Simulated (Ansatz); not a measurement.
`BO[SiH](N)[SiH3]` → `BO[SiH2]N` + `[SiH2]`  (silylene loss)

Gas-phase electronic energies from Ansatz, PBE0-D4/def2-TZVP geometries. CBS: MP2 limit from def2 TZ/QZ plus the TZ coupled-cluster correction, frozen cores. This one scheme is used for every species. One conformer a species, not always the lowest.

`BO[SiH](N)[SiH3]`:

Cartesian coordinates in Å:
```
B 1.321 -0.392 1.818
O 1.205 -0.921 0.590
Si 0.097 -0.647 -0.634
N 0.752 0.183 -1.970
Si -1.722 0.592 0.176
H 2.236 -0.743 2.511
H 0.519 0.422 2.207
H -0.270 -2.004 -1.107
H 1.348 -0.277 -2.639
H 0.906 1.177 -1.954
H -1.332 2.012 0.397
H -2.806 0.561 -0.844
H -2.254 0.037 1.449
```

`BO[SiH2]N`:

```xyz
10

B     0.104    1.185   -1.671
O    -0.509    0.297   -0.870
Si    0.082   -0.811    0.224
N    -0.330   -0.484    1.839
H     1.307    1.269   -1.675
H    -0.574    1.884   -2.372
H     1.560   -0.806    0.111
H    -0.537   -2.099   -0.157
H    -1.259   -0.648    2.192
H     0.156    0.213    2.379
```

`[SiH2]`:

Z-matrix (Å, degrees):
```
Si
H 1 1.525
H 1 1.525 2 91.2
```

```json
{"level": "CCSD/def2-TZVPP", "ΔE (kcal/mol)": "51.6"}
{"level": "MP2/CBS(def2)", "ΔE (kcal/mol)": "57.9"}
```

**Question.** What does CCSD(T)/CBS give? (Best estimate.)

**Answer.** Ansatz gave: +54.7 kcal/mol. The listed levels differ from it by -3.1, 3.2 kcal/mol.

Largest T1 diagnostic among the species: 0.014.

The D4 term adds +3.9 kcal/mol with B3LYP and +2.2 kcal/mol with PBE0; it sums over pairs of atoms, weighted by their polarisabilities, and B3LYP, whose exchange is more repulsive, gets the larger term. In def2-TZVPP, CCSD(T) changes the Hartree–Fock value by +6.0 kcal/mol (the triples alone add +1.5 kcal/mol) and MP2 by +9.3 kcal/mol. From PBE to PBE0 (25 % exact exchange), in def2-TZVPP and without D4, ΔE moves by +1.2 kcal/mol.

B3LYP here is the variant with VWN-RPA as its local correlation; programs differ in this.
